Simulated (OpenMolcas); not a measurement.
**Cr2+: moving the ligands**

Cr2+ with 6 ligands (oxide) in octahedral coordination (Oh) at 2.18 Å. A charge of +1.67 e stands 2.8 Å behind each ligand. Ligand basis ANO-RCC-VDZP.

| Item | Value |
| --- | --- |
| Program | OpenMolcas 26.06 |
| Method | CASSCF |
| Basis | ANO-RCC-VDZP [5s4p2d1f] |
| Scalar Hamiltonian | DKH2, point nucleus |
| Active space | 4 electrons in 5 orbitals (3d) |
| State averaging | 2S+1 = 5 even, 5 roots; 2S+1 = 3 even, 45 roots; 2S+1 = 1 even, 50 roots |
| Spin-orbit coupling | state interaction with AMFI integrals over the reference wave functions |

Runs around this geometry, states (labels of O, the rotations of Oh). Energies in cm-1 above the lowest state or level, χT in cm3 K/mol; 10Dq and B are least-squares fits to the states below 45000 cm-1, weighted by degeneracy, with a free offset, and given where the rms deviation is under 5 % of |10Dq| (or 100 cm-1) and under 700 cm-1.

| R (Å) | Ground state | First state of that spin | 10Dq | B (rms of fit) | First gap with spin-orbit (degeneracies) | χT at 300 K | First state of another spin |
| --- | --- | --- | --- | --- | --- | --- | --- |
| 2.11 | 5E | 5T2 6635 | 6642 | 990 (50) | 6.0 (1, 3) | 2.943 | 3T1 15099 |
| 2.18 | 5E | 5T2 5673 | 5790 | 998 (51) | 6.6 (1, 3) | 2.931 | 3T1 15863 |
| 2.28 | 5E | 5T2 4514 | 4709 | 1004 (60) | 7.8 (1, 3) | 2.910 | 3T1 16776 |

Taking |10Dq| as R^-n, n = -ln(4709 / 6642) / ln(2.28 / 2.11) = 4.4 between the shortest and longest distance. The point-charge formula for a cubic d site gives n = 5.

An orbital doublet at a regular site is open to a Jahn-Teller distortion, which this geometry leaves out. Without dynamic correlation the repulsion within the d shell is too large (B by tens of per cent), so at a given field states of lower spin stand too high. The oxide ions are held by bare point charges, a crude embedding. Ligand-to-metal charge-transfer states are missing. With no ligand orbital active B as a rule stays too high, so bands that hang on it stand too high and its fall with covalency is understated. With metal d orbitals alone and no dynamic correlation the field as a rule comes out too small, by tens of per cent, by up to half for chloride and softer ligands. No measured value stands beside these numbers; the geometry is a model, was not optimised and need not be the one that this ion takes.
